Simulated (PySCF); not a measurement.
H₃O₃Si, SMILES [Si](O)(O)O (connectivity only; charge and spin as stated), charge +1, multiplicity 1.

Geometry optimised at TPSSh-D3(BJ)/def2-SVP. The spin state was assumed, not searched. The isomer is the one that the SMILES or the coordinates give; other isomers of the formula were not compared. The values are those of a single conformer.

Method: HF/def2-TZVPD (PySCF).

Gas-phase values at a fixed geometry.

### Question
Estimate the frontier levels, gap, dipole moment and polarisability. (An estimate is asked for; the answer gives what the named calculation found.)

### Answer

```yaml
highest_occupied_level: -20.81 eV
lowest_empty_level: -4.01 eV
orbital_gap: 16.80 eV
dipole_moment_about_the_centre_of_nuclear_charge: 3.11 D
mean_static_polarisability: 26.1 bohr³ (3.86 Å³)
polarisability_principal_values: 21.0, 28.1, 29.2 bohr³
```
